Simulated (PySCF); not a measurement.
Isomers of C8H9N. Theory: PBE0-D3(BJ)/def2-SVP geometry optimisation, gas phase in PySCF. Energies are electronic, without zero-point or thermal terms, for one conformer each. No frequencies were run at this level. Point groups hold within 0.08 Å.

Question: Rank from lowest to highest electronic energy at this level (kcal/mol).
A. `[H]/[N:9]=[CH:8]/[c:7]1[c:2]([CH3:1])[cH:3][cH:4][cH:5][cH:6]1` with C6–C7–C8–N9 0°
B. `[CH2:1]=[C:2]1[CH2:3][C@H:4]([CH2:5][C:6]#[N:7])[C:8]1=[CH2:9]` with C3–C4–C5–C6 -172°
C. `[CH2:1]=[N:2][c:3]1[cH:4][cH:5][cH:6][cH:7][c:8]1[CH3:9]` with C1–N2–C3–C4 -45°
D. `[H]/[N:2]=[CH:3]/[C@@H:4]1[C@H:5]2[C@H:6]([CH3:7])[C@:8]12[C:9]#[CH:10]` with N2–C3–C4–C5 -145°

Answer: A (0.0), C (5.9), B (50.3), D (95.3).

As drawn, the lowest has an aromatic ring, which the highest lacks; the highest has a three-membered ring, a C≡C bond and a quaternary carbon, which the lowest lacks.

```
                                 SMILES      E (Eh)  E rel (kcal/mol)  dipole (D)  point group      A, B, C (MHz)
                      [H]/N=C/c1ccccc1C  -364.32961               0.0        2.03           Cs  2496, 1563, 966.8
                           C=Nc1ccccc1C  -364.32021               5.9        1.19           C1   2582, 1611, 1017
                   C=C1C[C@H](CC#N)C1=C  -364.24939              50.3        3.81           C1  3610, 1051, 854.8
[H]/N=C/[C@@H]1[C@H]2[C@H](C)[C@@]21C#C  -364.17769              95.3        2.32           C1  2560, 1229, 885.5
```

Q: As an exercise, what shares would exp(−E/RT) give at 2000 K from these electronic energies alone (no entropy, no degeneracies)?

A: RT = 3.974 kcal/mol: [H]/N=C/c1ccccc1C 81.5 %, C=Nc1ccccc1C 18.5 %, C=C1C[C@H](CC#N)C1=C under 0.1 %, [H]/N=C/[C@@H]1[C@H]2[C@H](C)[C@@]21C#C under 0.1 %.
